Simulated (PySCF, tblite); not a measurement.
Isomers of C4H9FO2Si2. Computed with GFN2-xTB (tblite): harmonic, unscaled wavenumbers at the GFN2-xTB geometry, gas phase. Errors from tens to a few hundred cm⁻¹ against measured bands are possible. Modes of hydrogen on silicon can be 10 to 20 % off. One conformer each.

Electronic energies: PBE0/pcSseg-1 single points on the GFN2-xTB geometries (PySCF, gas phase).

```tsv
SMILES	electronic energy, lowest = 0 (kJ/mol)
O=C(O)[SiH2]C/C([SiH3])=C\F	182.4
O[SiH2]OC1=C(C[SiH3])[C@@H]1F	194.1
COC1=C(C)O[Si@H](F)[SiH2]1	0.0
```

Q: How do GFN2-xTB zero-point energies change the relative energies?

A: 
```csv
SMILES,ZPE (kJ/mol),of it from modes above 1550 cm⁻¹,electronic (kJ/mol),"with ZPE, lowest = 0 (kJ/mol)",lowest mode (cm⁻¹),rings
COC1=C(C)O[Si@H](F)[SiH2]1,320.7,157.5,0.0,0.0,46,1
O=C(O)[SiH2]C/C([SiH3])=C\F,299.8,162.2,182.4,161.5,18,0
O[SiH2]OC1=C(C[SiH3])[C@@H]1F,300.2,156.1,194.1,173.7,26,1
```

The zero-point energies span 20.9 kJ/mol, from `O=C(O)[SiH2]C/C([SiH3])=C\F` to `COC1=C(C)O[Si@H](F)[SiH2]1`. The order is unchanged.

Q: And how do the electronic energies of GFN2-xTB itself compare?

A: `COC1=C(C)O[Si@H](F)[SiH2]1` 0.0; `O=C(O)[SiH2]C/C([SiH3])=C\F` 313.2; `O[SiH2]OC1=C(C[SiH3])[C@@H]1F` 136.1 kJ/mol, lowest = 0. Against the energies above, taken from the same isomer `COC1=C(C)O[Si@H](F)[SiH2]1`, the largest difference is 130.8 kJ/mol.
